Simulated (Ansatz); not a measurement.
CH7ClSiSn can be A, `C[SiH](Cl)[SnH3]`, or B, `[CH3][SnH2][SiH2]Cl`.

Isolated molecules relaxed with PBE0-D4/def2-TZVP in Ansatz; ΔE leaves out vibrations. CCSD(T)/CBS is the MP2 limit (def2-TZVPP, def2-QZVPP) plus CCSD(T) − MP2 in def2-TZVPP, frozen cores. Functionals use def2-TZVPP. B3LYP here is the variant with VWN-RPA as its local correlation; programs differ in this. Elements past krypton have def2 core potentials. For Sn outer-core shells are correlated without core-valence functions, which leaves a few kJ/mol of doubt a bond. Each species was taken in one conformer, which may not be the lowest.

Task: Which isomer does CCSD(T)/CBS put lower? Give the gap. (Estimate.)

Result: The calculation gave: A, by 19.0 kJ/mol.

Task: Give E(B) − E(A) in kJ/mol with ωB97M-V, PBE0-D4, B3LYP-D4, MP2/def2-TZVPP, CCSD(T)/def2-TZVPP, B2PLYP, PBE-D4. (Estimate.)

Result: The calculation gave: ωB97M-V 26.2, PBE0-D4 26.2, B3LYP-D4 24.2, MP2/def2-TZVPP 19.7, CCSD(T)/def2-TZVPP 20.9, B2PLYP 21.8, PBE-D4 25.2. None reverses the order clearly.

Largest T1 diagnostic: 0.012.
